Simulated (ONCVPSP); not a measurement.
boron, ONCV: configuration errors across variants

B, optimised norm-conserving Vanderbilt (ONCV), made with ONCVPSP 4.0.1 (PBE, scalar-relativistic). Core [He], reference 2s2 2p1. Waves: 2s: rc 1.50 bohr, ncon 4, nbas 7, qcut 4.1 1/bohr, local; 2p: rc 3.35 bohr, ncon 3, nbas 8, qcut 4.7 1/bohr, 3 projectors, debl 3.4 Ha; d scattering state at 0.15 Ha: rc 2.75 bohr, ncon 5, nbas 8, qcut 4.1 1/bohr, 2 projectors, debl 0.5 Ha. Local part: the s channel. Core correction: polynomial model core, fcfact 0.75.

All-electron excitation energies from the reference (eV): (1) 2s2 2p0 8.220; (2) 2s1 2p0 33.642; (3) 2s2 2p0.5 2.887; (4) 2s0 2p3 11.721.

3 further variants failed, have other tests or another functional or relativity, and are left out.

Errors AE − PS in meV (a dash: test not solved or not reliable):

| change | (1) | (2) | (3) | (4) | bound ghosts | GHOST(+) flags above zero |
| --- | --- | --- | --- | --- | --- | --- |
| base | +119 | +351 | +2.5 | -138 | none | p |
| p: rc 3.14 | +103 | +307 | +1.7 | -119 | none | none |
| s: nproj 1; local potential polynomial inside 1.20 bohr (lpopt 5, dvloc0 2 Ha) | +119 | +351 | +2.5 | -138 | none | p |

**Question.** Give the same row for: core correction polynomial model core, fcfact 0.46.

**Answer.** +120, +356, +2.6, -137; bound ghosts: none; GHOST(+) flags above zero: p.
